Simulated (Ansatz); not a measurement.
Geometry optimisation, RKS PBE0/def2-SVPD (Ansatz 0.2.0).

The input (input.yaml):

```yaml
crystal:
  periodic: [false, false, false]
  atoms:
    - { symbol: Zn, position_ang: [0.0, 0.0, 0.0] }
    - { symbol: Cl, position_ang: [0.0, 0.0, 2.59] }
    - { symbol: O, position_ang: [0.0, 0.0, -1.79] }
    - { symbol: H, position_ang: [0.2547, -0.9174, -2.1271] }
    - { symbol: S, position_ang: [-2.3997, -0.4353, 0.8104] }
    - { symbol: H, position_ang: [-3.0124, -1.3755, -0.0267] }
    - { symbol: H, position_ang: [-1.4421, -0.2616, 2.0775] }
basis:
  gaussian: { orbitals: def2-SVPD }
hamiltonian:
  xc: pbe0
relax:
  f_tol: 0.15
  max_steps: 25
  restrain:
    - { distance: [0, 4], at: 2.27, k: 30.0 }
    - { distance: [6, 1], at: 1.37, k: 30.0 }
    - { distance: [0, 1], at: 3.44, k: 30.0 }
    - { distance: [6, 4], at: 2.6, k: 30.0 }
output:
  orbitals: {}
```

Launched with:

```bash
$ ansatz run input.yaml --threads 4 --pin off --max-ram 5120MiB --backend cpu --events-out ev --progress --plain --runs-dir out
```

Question: Where does it end, and by what steps?

Answer: The forces met the threshold. The restraints hold the end off the free minimum; the threshold counts their pulls, which the force column leaves out. Restrained pairs: Zn1–S5 (2.57 → 2.25 Å), Cl2–H7 (1.55 → 1.34 Å), Zn1–Cl2 (2.59 → 3.44 Å), S5–H7 (1.60 → 2.59 Å). After 8 steps the energy has fallen by 1.337 eV (the restraints' own energy left out); Zn1 moved furthest, 1.11 Å.

```csv
step,energy less start (eV),largest force component (eV/Å),accepted
0,0.0000,1.983,yes
1,-0.0421,2.727,yes
2,-0.0353,3.375,yes
3,-0.5103,1.792,yes
4,-0.9627,1.021,yes
5,-1.1117,0.914,yes
6,-1.1599,1.907,yes
7,-1.3156,0.927,yes
8,-1.3367,0.938,yes
```

```xyz
7
Properties=species:S:1:pos:R:3
Zn -0.932 -0.129 -0.591
Cl 0.187 -0.160 2.662
O 0.497 -0.025 -1.659
H 0.683 -0.794 -2.203
S -2.879 -0.165 0.539
H -3.022 -1.494 0.330
H -1.133 -0.222 2.455
```

Run time: 21 s on 4 threads of Arm Neoverse V2 (shared host), peak memory 0.36 GiB.
